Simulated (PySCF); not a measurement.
Species: `FC[SiH2][SiH2]C[SiH2]P`. The columns A, B, C and D hold Mulliken, IAO, Hirshfeld and ESP-fitted charges (e) of one PBE0/pcSseg-1 density (PySCF), in a shuffled order. Coordinates in Å (GFN2-xTB); the density's dipole moment is (-0.88, -1.46, 0.73) D.

```json
{"atom": "F1", "x": "-1.943", "y": "1.487", "z": "-0.956", "A": "-0.226", "B": "-0.332", "C": "-0.348", "D": "-0.122"}
{"atom": "C2", "x": "-2.897", "y": "0.494", "z": "-0.812", "A": "-0.066", "B": "-0.219", "C": "-0.130", "D": "-0.065"}
{"atom": "Si3", "x": "-2.029", "y": "-1.181", "z": "-0.427", "A": "+0.308", "B": "+0.429", "C": "+0.304", "D": "+0.241"}
{"atom": "Si4", "x": "-0.592", "y": "-0.881", "z": "1.363", "A": "+0.137", "B": "+0.461", "C": "+0.324", "D": "+0.249"}
{"atom": "C5", "x": "0.740", "y": "0.429", "z": "0.996", "A": "-0.262", "B": "-0.804", "C": "-0.845", "D": "-0.245"}
{"atom": "Si6", "x": "2.019", "y": "-0.033", "z": "-0.332", "A": "+0.414", "B": "+0.583", "C": "+0.455", "D": "+0.282"}
{"atom": "P7", "x": "3.424", "y": "1.706", "z": "-0.519", "A": "-0.400", "B": "-0.103", "C": "-0.223", "D": "-0.025"}
{"atom": "H8", "x": "-3.472", "y": "0.486", "z": "-1.741", "A": "+0.099", "B": "+0.151", "C": "+0.134", "D": "+0.046"}
{"atom": "H9", "x": "-3.557", "y": "0.824", "z": "-0.005", "A": "+0.087", "B": "+0.145", "C": "+0.129", "D": "+0.041"}
{"atom": "H10", "x": "-1.398", "y": "-1.599", "z": "-1.685", "A": "-0.096", "B": "-0.096", "C": "-0.043", "D": "-0.072"}
{"atom": "H11", "x": "-3.155", "y": "-2.099", "z": "-0.203", "A": "-0.106", "B": "-0.102", "C": "-0.055", "D": "-0.075"}
{"atom": "H12", "x": "-1.313", "y": "-0.451", "z": "2.576", "A": "-0.070", "B": "-0.101", "C": "-0.046", "D": "-0.077"}
{"atom": "H13", "x": "0.082", "y": "-2.138", "z": "1.721", "A": "-0.063", "B": "-0.107", "C": "-0.039", "D": "-0.079"}
{"atom": "H14", "x": "0.251", "y": "1.353", "z": "0.684", "A": "+0.090", "B": "+0.175", "C": "+0.195", "D": "+0.038"}
{"atom": "H15", "x": "1.266", "y": "0.668", "z": "1.922", "A": "+0.121", "B": "+0.164", "C": "+0.177", "D": "+0.044"}
{"atom": "H16", "x": "1.393", "y": "-0.235", "z": "-1.644", "A": "-0.066", "B": "-0.112", "C": "-0.043", "D": "-0.076"}
{"atom": "H17", "x": "2.699", "y": "-1.284", "z": "0.043", "A": "-0.146", "B": "-0.123", "C": "-0.054", "D": "-0.084"}
{"atom": "H18", "x": "4.344", "y": "1.042", "z": "-1.310", "A": "+0.130", "B": "-0.003", "C": "+0.056", "D": "-0.010"}
{"atom": "H19", "x": "4.129", "y": "1.424", "z": "0.639", "A": "+0.114", "B": "-0.005", "C": "+0.053", "D": "-0.011"}
```

Q: Which column most likely holds the ESP-fitted charges?

A: A. Σ q r misses the density's dipole by 0.04 D (A), 0.91 D (D), 2.12 D (B), 3.13 D (C). Charges fitted to the outside potential are the only set here that is tied to the molecule's multipoles.

Q: And the Hirshfeld charges?

A: D. The mean sizes are 0.099 e (D), 0.158 e (A), 0.192 e (C), 0.222 e (B), and Hirshfeld charges are commonly the smallest of these schemes.

As computed, A = ESP-fitted, B = IAO, C = Mulliken, D = Hirshfeld. Hydrogens on carbon: ESP-fitted +0.09 to +0.12, IAO +0.14 to +0.17, Mulliken +0.13 to +0.19, Hirshfeld +0.04 to +0.05 e.

The Hirshfeld scheme weights the molecular density at each point by an atom's share of the summed free-atom densities. The ESP scheme fits charges at the nuclei, held to the total charge, to the electrostatic potential on points at 1.4 to 2.0 times the van der Waals radii.

One conformer (not necessarily the lowest) at the GFN2-xTB geometry, without solvent, vibrations or thermal averaging.
